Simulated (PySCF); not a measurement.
C₅H₁₀OS.
Structure used (GFN2-xTB), in Å, numbered top down from 1:
```
atom  x, y, z in Å
C1     2.2805    1.0011   -0.0854
O2     0.9369    0.7311    0.2194
C3     0.7096   -0.6101    0.5836
C4    -0.7944   -0.8270    0.8022
C5    -1.5192   -0.7687   -0.5062
C6    -1.9177    0.5751   -0.9896
S7    -1.7900   -2.1199   -1.3668
H8     2.6222    0.4020   -0.9384
H9     2.9325    0.7957    0.7723
H10    2.3352    2.0580   -0.3379
H11    1.0729   -1.2884   -0.2039
H12    1.2504   -0.8441    1.5139
H13   -0.9307   -1.8065    1.2612
H14   -1.1540   -0.0468    1.4749
H15   -2.3073    0.5303   -2.0032
H16   -1.0527    1.2378   -0.9414
H17   -2.6812    0.9925   -0.3317
```

The calculation used B3LYP/def2-SVPD in PySCF (dipole) on a GFN2-xTB geometry, gas phase.

Masses are those of the commonest isotopes; rigid-rotor values at the optimised geometry. The values belong to one conformer with, in the numbering `[CH3:1][O:2][CH2:3][CH2:4][C:5]([CH3:6])=[S:7]`, C1–O2–C3–C4 -176°, O2–C3–C4–C5 70°, C3–C4–C5–C6 -85°.

What are A, B and C (MHz)?

Ia = 126.67, Ib = 453.13, Ic = 485.69 u·Å²; 505379 MHz·u·Å²/I gives A = 3990, B = 1115, C = 1041 MHz.

Classify the top.

A near-prolate asymmetric top: κ = (2 × 1115 − 3990 − 1041)/(3990 − 1041) = -0.95.

What does the inertial defect say?

Not planar: Δ = Ic − Ia − Ib = -94.11 u·Å². For a rigid frame Δ = −2 Σ m c², so Σ m c² = 47.06 u·Å² lies off the ab plane: 13.19 from hydrogen and 33.87 from heavier atoms. The atom farthest from that plane is 1.99 Å away.

List the rotational levels J(Ka,Kc) to J = 3 (MHz).

Above 0(0,0):
J = 1: 1(0,1) 2156, 1(1,1) 5030, 1(1,0) 5105
J = 2: 2(0,2) 6466, 2(1,2) 9267, 2(1,1) 9491, 2(2,1) 18114, 2(2,0) 18116
J = 3: 3(0,3) 12928, 3(1,3) 15622, 3(1,2) 16070, 3(2,2) 24582, 3(2,1) 24589, 3(3,1) 39142, 3(3,0) 39142

Which types of transition are allowed, and where do some lines up to J = 3 fall?

The dipole components are |μa| = 2.93 D, |μb| = 0.26 D, |μc| = 0.87 D. The squared components, which scale the intensities, stand as 1.00 : 0.01 : 0.09 (a : b : c). Some lines, for components of 0.1 D or more:

```json
{"type": "a", "branch": "Q", "J(Ka,Kc)": "3(1,2) ← 3(1,3)", "MHz": "449", "lower level (cm⁻¹)": "0.521"}
{"type": "c", "branch": "Q", "J(Ka,Kc)": "2(1,2) ← 2(0,2)", "MHz": "2801", "lower level (cm⁻¹)": "0.216"}
{"type": "c", "branch": "Q", "J(Ka,Kc)": "1(1,1) ← 1(0,1)", "MHz": "2874", "lower level (cm⁻¹)": "0.072"}
{"type": "b", "branch": "Q", "J(Ka,Kc)": "1(1,0) ← 1(0,1)", "MHz": "2949", "lower level (cm⁻¹)": "0.072"}
{"type": "b", "branch": "Q", "J(Ka,Kc)": "2(1,1) ← 2(0,2)", "MHz": "3025", "lower level (cm⁻¹)": "0.216"}
{"type": "b", "branch": "Q", "J(Ka,Kc)": "3(1,2) ← 3(0,3)", "MHz": "3142", "lower level (cm⁻¹)": "0.431"}
{"type": "b", "branch": "R", "J(Ka,Kc)": "1(1,1) ← 0(0,0)", "MHz": "5030", "lower level (cm⁻¹)": "0.000"}
{"type": "a", "branch": "R", "J(Ka,Kc)": "3(1,3) ← 2(1,2)", "MHz": "6354", "lower level (cm⁻¹)": "0.309"}
{"type": "a", "branch": "R", "J(Ka,Kc)": "3(0,3) ← 2(0,2)", "MHz": "6462", "lower level (cm⁻¹)": "0.216"}
{"type": "a", "branch": "R", "J(Ka,Kc)": "3(2,2) ← 2(2,1)", "MHz": "6467", "lower level (cm⁻¹)": "0.604"}
{"type": "a", "branch": "R", "J(Ka,Kc)": "3(1,2) ← 2(1,1)", "MHz": "6579", "lower level (cm⁻¹)": "0.317"}
{"type": "b", "branch": "Q", "J(Ka,Kc)": "2(2,0) ← 2(1,1)", "MHz": "8625", "lower level (cm⁻¹)": "0.317"}
{"type": "b", "branch": "Q", "J(Ka,Kc)": "2(2,1) ← 2(1,2)", "MHz": "8847", "lower level (cm⁻¹)": "0.309"}
{"type": "b", "branch": "Q", "J(Ka,Kc)": "3(2,2) ← 3(1,3)", "MHz": "8960", "lower level (cm⁻¹)": "0.521"}
{"type": "b", "branch": "R", "J(Ka,Kc)": "3(1,3) ← 2(0,2)", "MHz": "9155", "lower level (cm⁻¹)": "0.216"}
{"type": "b", "branch": "R", "J(Ka,Kc)": "2(2,1) ← 1(1,0)", "MHz": "13010", "lower level (cm⁻¹)": "0.170"}
{"type": "c", "branch": "R", "J(Ka,Kc)": "2(2,0) ← 1(1,0)", "MHz": "13011", "lower level (cm⁻¹)": "0.170"}
{"type": "b", "branch": "R", "J(Ka,Kc)": "2(2,0) ← 1(1,1)", "MHz": "13086", "lower level (cm⁻¹)": "0.168"}
{"type": "b", "branch": "Q", "J(Ka,Kc)": "3(3,1) ← 3(2,2)", "MHz": "14560", "lower level (cm⁻¹)": "0.820"}
{"type": "b", "branch": "R", "J(Ka,Kc)": "3(2,2) ← 2(1,1)", "MHz": "15091", "lower level (cm⁻¹)": "0.317"}
{"type": "c", "branch": "R", "J(Ka,Kc)": "3(2,1) ← 2(1,1)", "MHz": "15098", "lower level (cm⁻¹)": "0.317"}
{"type": "b", "branch": "R", "J(Ka,Kc)": "3(2,1) ← 2(1,2)", "MHz": "15322", "lower level (cm⁻¹)": "0.309"}
{"type": "c", "branch": "R", "J(Ka,Kc)": "3(3,0) ← 2(2,0)", "MHz": "21026", "lower level (cm⁻¹)": "0.604"}
{"type": "c", "branch": "R", "J(Ka,Kc)": "3(3,1) ← 2(2,1)", "MHz": "21027", "lower level (cm⁻¹)": "0.604"}
{"type": "b", "branch": "R", "J(Ka,Kc)": "3(3,0) ← 2(2,1)", "MHz": "21027", "lower level (cm⁻¹)": "0.604"}
```

No frequency check. Zero-point vibration and centrifugal distortion are left out. A rigid rotor knows nothing of internal rotation, which can split or shift real lines.

Hardware: one thread of an Arm Neoverse V1, shared host. Cost: 38 s of wall time. This is the B3LYP/def2-SVPD job that gave the dipole, with the excitations it also computed.
